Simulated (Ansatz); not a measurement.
System: C$_{3}$H$_{12}$GeN (charge +1, singlet). It need not be the lowest isomer of its formula. 
Structure (B3LYP-D3(BJ)/def2-TZVP (Ansatz, a quantum-chemistry and plane-wave program) minimum search):
SMILES: CC[NH+](C)[GeH3]
```xyz
17

C      2.4416     0.2155     0.0732
C      1.5009    -0.7829    -0.5695
N      0.1458    -0.1924    -0.8811
C     -0.6986    -1.1531    -1.6586
Ge    -0.8263     0.4662     0.7439
H      3.4234    -0.2450     0.1790
H      2.1174     0.5166     1.0696
H      2.5638     1.1094    -0.5417
H      1.3239    -1.6451     0.0733
H      1.9055    -1.1476    -1.5144
H      0.3075     0.6246    -1.4713
H     -1.6266    -0.6696    -1.9528
H     -0.9172    -2.0164    -1.0333
H     -0.1557    -1.4775    -2.5445
H     -2.2540     0.5911     0.2252
H     -0.5827    -0.6744     1.7253
H     -0.1473     1.7872     1.0791
```
Charge +1, spin multiplicity 1.

Total electronic energies in hartree. Correlated levels leave the core frozen unless marked. Spin-orbit coupling is left out. The frozen core is the preceding noble-gas configuration, with the filled d and f shells of earlier blocks. No relativistic terms. Basis-set limits of correlation are two-point, X^-3; Hartree-Fock from the larger set.

| level | program | energy (Eh) |
|---|---|---|
| HF/6-31G* | Ansatz | -2249.89477 |
| HF/cc-pVDZ | Ansatz | -2250.16990 |
| BLYP-D3(BJ)/def2-TZVPD | Ansatz + dftd3 | -2253.10094 |
| revPBE-D4/def2-TZVPD | Ansatz + dftd4 | -2252.93991 |
| B3LYP-D3(BJ)/def2-TZVPD | Ansatz + dftd3 | -2253.20460 |
| BHLYP-D4/def2-TZVPD | Ansatz + dftd4 | -2253.00525 |
| wB97M-V/def2-TZVPD | Ansatz | -2252.89571 |
| wB97X-V/def2-TZVPD | Ansatz | -2252.88700 |
| MP2/STO-3G | Ansatz | -2224.86124 |
| MP2/cc-pVQZ | Ansatz | -2251.23097 |
| CCSD/cc-pVDZ | Ansatz | -2250.95321 |
| CCSD/cc-pVTZ | Ansatz | -2251.22550 |
| CCSD(T)/STO-3G | Ansatz | -2224.94526 |
| CCSD(T)/cc-pVDZ | Ansatz | -2250.97510 |
| CCSD(T)/CBS(cc-pVTZ,cc-pVQZ) | Ansatz | -2251.3568 |

Totals of different functionals don't rank their quality; only differences between species are comparable.
